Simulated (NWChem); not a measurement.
Species: CH3Mg cation; SMILES [CH3][Mg+]

```xyz
5

Mg     0.0000     0.0000    -0.9494
C      0.0000     0.0000     1.1488
H      0.7405     0.7405     1.4581
H      0.2710    -1.0115     1.4581
H     -1.0115     0.2710     1.4581
```
Atoms are numbered in this order, from 1.

Geometry: optimised at B3LYP/6-31G* (spherical d).

 Unshifted, non-relativistic core excitations; the lowest 4 roots alone, so stronger bands may lie above.

List the first C K-edge excitations from BHandHLYP/6-311G** (spherical d), restricted-window TDA (NWChem).


```csv
state,energy (eV),dipole oscillator strength,leading excitation (squared amplitude)
S1,280.4,0.0383,1s of atom 2 or its equivalents → LUMO (0.92)
S2,285.0,0.0030,1s of atom 2 or its equivalents → LUMO+1 (0.97)
S3,285.0,0.0030,1s of atom 2 or its equivalents → LUMO+2 (0.97)
S4,286.3,0.0001,1s of atom 2 or its equivalents → LUMO+3 (0.89)
```
